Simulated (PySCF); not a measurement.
`C[C@@H]1O[C@@H](F)C[C@@H]1Cl`, C₅H₈ClFO

Geometry (Å), atoms numbered from 1 in this order:
```xyz
16

C     1.799    0.104   -0.808
C     0.852   -0.269    0.325
O     0.061   -1.396   -0.086
C    -1.274   -1.122    0.022
F    -1.745   -1.554    1.260
C    -1.435    0.392   -0.047
C    -0.176    0.824    0.699
Cl    0.336    2.465    0.271
H     1.244    0.476   -1.665
H     2.347   -0.785   -1.107
H     2.501    0.864   -0.478
H     1.434   -0.569    1.204
H    -1.837   -1.701   -0.718
H    -1.408    0.723   -1.085
H    -2.354    0.730    0.426
H    -0.353    0.826    1.777
```

Computed, not measured: PySCF, TDDFT LC-wPBE/def2-SVPD circular dichroism and optical rotation, one conformer, gas phase. Geometry: GFN2-xTB.

What are the CIP labels of the stereocentres?

C2 S, C4 S, C7 S.

Which excitations and rotatory strengths does the calculation give?

Rotatory strengths R in 10⁻⁴⁰ esu² cm², velocity form and length form (origin at the centre of mass); f in length form.
```csv
state,E (eV),λ (nm),f,R (velocity),R (length),main
1,7.66,162,0.001,+0.5,+0.7,"HOMO→LUMO 0.18, HOMO−1→LUMO 0.17"
2,7.72,161,0.0004,-0.1,-0.1,"HOMO−2→LUMO 0.26, HOMO−2→LUMO+1 0.23"
3,8.83,140,0.019,+18.2,+18.4,"HOMO→LUMO 0.45, HOMO−1→LUMO 0.20"
4,9.06,137,0.040,+14.6,+14.8,"HOMO→LUMO+1 0.40, HOMO→LUMO+2 0.10"
5,9.13,136,0.030,-3.7,-3.5,"HOMO−1→LUMO+1 0.35, HOMO−2→LUMO+1 0.15"
6,9.29,133,0.013,-18.0,-18.7,"HOMO−2→LUMO+1 0.29, HOMO−1→LUMO+1 0.13"
7,9.56,130,0.013,-20.7,-22.8,HOMO→LUMO+2 0.57
8,9.60,129,0.010,+23.6,+23.5,"HOMO−1→LUMO+2 0.38, HOMO−3→LUMO 0.18"
9,9.78,127,0.029,+26.6,+26.2,"HOMO−1→LUMO+2 0.30, HOMO−3→LUMO 0.12"
10,9.87,126,0.047,-14.5,-14.2,HOMO−2→LUMO+2 0.48
11,10.13,122,0.012,+14.0,+14.5,HOMO−4→LUMO 0.25
12,10.15,122,0.046,+4.6,+3.9,"HOMO−1→LUMO+3 0.26, HOMO→LUMO+5 0.15"
13,10.24,121,0.019,+20.6,+18.6,HOMO→LUMO+3 0.24
14,10.25,121,0.020,+17.9,+18.3,"HOMO−2→LUMO+3 0.27, HOMO−1→LUMO+3 0.15"
15,10.33,120,0.011,+0.7,+1.2,"HOMO−1→LUMO+6 0.12, HOMO−4→LUMO+1 0.08"
16,10.40,119,0.009,-19.6,-22.2,"HOMO→LUMO+4 0.17, HOMO−1→LUMO+4 0.13"
```

Among the states computed, the strongest CD band (largest |R|) is state 9. The largest dissymmetry factor in size, g = 4R/(D+G), with D and G the electric and magnetic dipole strengths, is -0.037 for state 16 (velocity form, f = 0.008), among bands with |R| over 0.5. The mirror image has the same energies and oscillator strengths and all R with the opposite sign.
